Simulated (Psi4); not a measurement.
Torsional profile of SMILES B[SiH2]S (H5BSSi). Scanned: dihedral H4–B1–Si2–S3 and dihedral B1–Si2–S3–H8; all other coordinates were relaxed at GFN2-xTB. Points at φ and −φ are mirror images.

Atom numbering (GFN2-xTB optimised geometry, Å):
```
8

B     -1.5563    -0.2931    -0.1046
Si     0.2059     0.5115     0.0932
S      1.5718    -1.1762    -0.1407
H     -2.0639    -0.3982    -1.1526
H     -2.1336    -0.7287     0.8140
H      0.6028     1.0929     1.3826
H      0.6846     1.4760    -0.9061
H      2.6887    -0.4842     0.0142
```

Method: PBE-D3(BJ)/def2-SVP // GFN2-xTB in Psi4.

Energy in kcal/mol above the lowest grid point; x is the dihedral H4–B1–Si2–S3 (°), y the dihedral B1–Si2–S3–H8 (°).

| y \ x | -150 | -120 | -90 | -60 | -30 | 0 | 30 | 60 | 90 | 120 | 150 | 180 |
|---|---|---|---|---|---|---|---|---|---|---|---|---|
| 180 | 8.5 | 9.0 | 9.3 | 9.0 | 8.5 | 8.3 | 8.5 | 9.0 | 9.3 | 9.0 | 8.5 | 8.3 |
| 150 | 8.4 | 8.2 | 8.5 | 9.3 | 9.2 | 8.8 | 8.5 | 8.2 | 8.6 | 9.4 | 9.2 | 8.8 |
| 120 | 8.8 | 7.6 | — | 8.6 | 9.5 | 9.3 | 8.8 | 7.2 | 6.5 | 8.8 | 9.5 | 9.3 |
| 90 | 8.4 | 7.1 | — | 6.5 | 8.5 | 8.7 | 8.4 | 6.4 | — | 7.1 | 8.5 | 8.7 |
| 60 | 8.0 | 7.0 | 0.0 | 5.4 | 7.4 | 8.1 | 8.0 | 6.5 | 0.3 | 5.9 | 7.4 | 8.1 |
| 30 | 8.5 | 8.0 | 6.0 | 6.6 | 7.7 | 8.3 | 8.5 | 7.7 | 5.6 | 6.8 | 7.6 | 8.3 |
| 0 | 8.5 | 8.2 | 7.3 | 8.2 | 8.5 | 8.7 | 8.5 | 8.2 | 7.3 | 8.2 | 8.5 | 8.7 |
| -30 | 7.6 | 6.8 | 5.6 | 7.7 | 8.5 | 8.3 | 7.7 | 6.6 | 6.0 | 8.0 | 8.5 | 8.3 |
| -60 | 7.4 | 5.9 | 0.3 | 6.5 | 8.0 | 8.1 | 7.4 | 5.4 | 0.0 | 7.0 | 8.0 | 8.1 |
| -90 | 8.5 | 7.1 | — | 6.4 | 8.4 | 8.7 | 8.5 | 6.5 | — | 7.1 | 8.4 | 8.7 |
| -120 | 9.5 | 8.8 | 6.5 | 7.2 | 8.8 | 9.3 | 9.5 | 8.6 | — | 7.6 | 8.8 | 9.3 |
| -150 | 9.2 | 9.4 | 8.6 | 8.2 | 8.5 | 8.8 | 9.2 | 9.3 | 8.5 | 8.2 | 8.4 | 8.8 |

Points that lie below all their neighbours on the grid (none is named beside a point without a result): x = 180, y = 180 (8.3 kcal/mol); x = 0, y = 180 (8.3 kcal/mol). The lowest path on the grid from the first to the second passes x = -30, y = -150 at 8.5 kcal/mol.

A dash means that the run gave no value there, or that the column was ended at a point which the program doubted or which failed a test of continuity chosen for this set; such a test can also cut sound points.
